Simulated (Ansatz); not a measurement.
A made-up structure of SiH₃SeO (charge -1), singlet:

O1  (-1.055, -0.734, -0.400)
Si2  (0.332, 0.071, 0.143)
Se3  (-1.102, -2.576, -0.650)
H4  (-1.697, -0.117, -0.760)
H5  (0.776, 0.887, -1.052)
H6  (-0.202, 1.128, 1.086)
(Å)

It is relaxed with PBE-D4/def2-SVPD and then PBE0-D4/def2-TZVPD (Ansatz 0.2.0). Atoms count as bonded within 1.22 times the sum of their covalent radii (H–H: 0.88 Å). The end point is not checked to be a true minimum.

(1) Does its bonding change? (Judge from chemistry; the calculation decides.)

## Answers

(1) The calculation gives: No: no bond forms or breaks.

Where it ends: The first stage lowers the energy by 1.00 eV in 7 steps. It ends as SiH₃SeO ([SiH2][OH][Se]), total charge -1:
```tsv
atom	x (Å)	y (Å)	z (Å)
O1	-1.0880	-0.7892	-0.0586
Si2	0.5154	0.0980	0.3508
Se3	-1.1129	-2.4386	-1.0802
H4	-1.6716	-0.2014	-0.5435
H5	0.7170	0.6476	-1.0728
H6	-0.3067	1.3433	0.7711
```

Labels in which every atom is bracketed show which atoms are joined, not bond orders.

For scale, one of the runs: PBE0-D4/def2-TZVPD relaxation, 167 basis functions, launched by `ansatz run in.yaml --threads 2 --pin off --events-out ev --progress --plain --max-ram 4352MiB`. Hardware: 2 CPU threads of an Intel Xeon Platinum 8488C, shared host. Wall time about 22 s.
